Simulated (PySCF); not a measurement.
An unknown shows these calculated signals:

1H NMR (600 MHz, computed): δ 6.65 (m, 1H), 6.52 (m, 1H), 6.44 (d, 1H), 2.94 (m, 2H), 2.42 (t, 2H), 1.46 (m, 2H), 1.11 (t, 3H).

13C{1H} NMR (computed): δ 160.1 (C), 140.1 (CH), 139.0 (CH), 134.3 (CH), 46.2 (CH2), 39.3 (CH2), 32.2 (CH2), 17.6 (CH3).

Computed data (PySCF 2.14): GFN2-xTB structure, σ from GIAO-PBE0/pcSseg-1. Non-relativistic Hamiltonian, equivalent nuclei averaged, no solvent model, single conformer.

Shifts are taken against calculated references (same method and geometry level): TMS for 1H (σref 31.72) and 13C (σref 186.93).

**Question.** Which of these does the molecule contain: a CH3CH2 unit, a vinyl group CH=CH2, a (CH3)2CH unit, an N-methyl group, a non-aromatic C=C double bond?

**Answer.** 
- A CH3CH2 unit: yes (δC 17.6, 32.2; δH 1.11 (t), 1.46 (m)).
- A vinyl group CH=CH2: no.
- A (CH3)2CH unit: no.
- An N-methyl group: no.
- A non-aromatic C=C double bond: yes.

The data belong to SMILES CCCC1=CC=CC1, C$_{8}$H$_{12}$; they needn't prove each group on their own.

Carbon signals by region: 1 in the far downfield region (above 160 ppm), 3 in the sp2 and nitrile region (100–160 ppm), 4 below 50 ppm. Above 160 ppm: 160.1, fully substituted alkene carbon.

Shifts are as computed. Against solution values, carbons near 30 ppm lie about +3 ppm off and those near 130 ppm about +5 ppm. Of 1211 compounds with measured shifts, 218 miss one by over three times the rms of a fit or turn the order of signals round; such compounds aren't used in these exercises. No couplings were computed; multiplicities are counted from neighbouring protons, with m where these are inequivalent, close in shift, in a saturated or five-membered ring or joined by F or P, and br s for small geminal =CH2 splittings.
